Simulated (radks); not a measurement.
Problem. Isoelectronic series with 21 electrons, all held in the configuration [Ar] 3d1 4s2, which need not be the ground one along the series. Method: scalar-relativistic Kohn-Sham, PBE, spin-unpolarised, spherical densities, point nucleus; computed with a radial shooting solver on a logarithmic mesh with Libxc functionals. Total energies (hartree) and mean radii <r> (bohr):

| ion | E (hartree) | 3d | 4s |
|---|---|---|---|
| Sc | -764.05640 | 1.869 | 3.721 |
| Ti+ | -853.20635 | 1.358 | 3.002 |
| V2+ | -947.68637 | 1.131 | 2.559 |
| Cr3+ | -1047.48653 | 0.9864 | 2.250 |
| Mn4+ | -1152.60911 | 0.8819 | 2.018 |
| Fe5+ | -1263.06187 | 0.8010 | 1.835 |
| Co6+ | -1378.85586 | 0.7358 | 1.686 |
| Ni7+ | -1500.00439 | 0.6815 | 1.561 |
| Cu8+ | -1626.52261 | 0.6355 | 1.455 |
| Zn9+ | -1758.42713 | 0.5959 | 1.363 |
| Ga10+ | -1895.73591 | 0.5612 | 1.283 |
| As12+ | -2186.64418 | 0.5034 | 1.149 |
| Se13+ | -2340.28543 | 0.4790 | 1.093 |
| Br14+ | -2499.41441 | 0.4569 | 1.041 |
| Kr15+ | -2664.05470 | 0.4369 | 0.9949 |
| Rb16+ | -2834.23094 | 0.4186 | 0.9524 |
| Sr17+ | -3009.96881 | 0.4019 | 0.9135 |
| Zr19+ | -3378.23752 | 0.3722 | 0.8445 |

Estimate the row of Ge11+.

Solution. E (hartree) -2038.46816; 3d 0.5306; 4s 1.212.
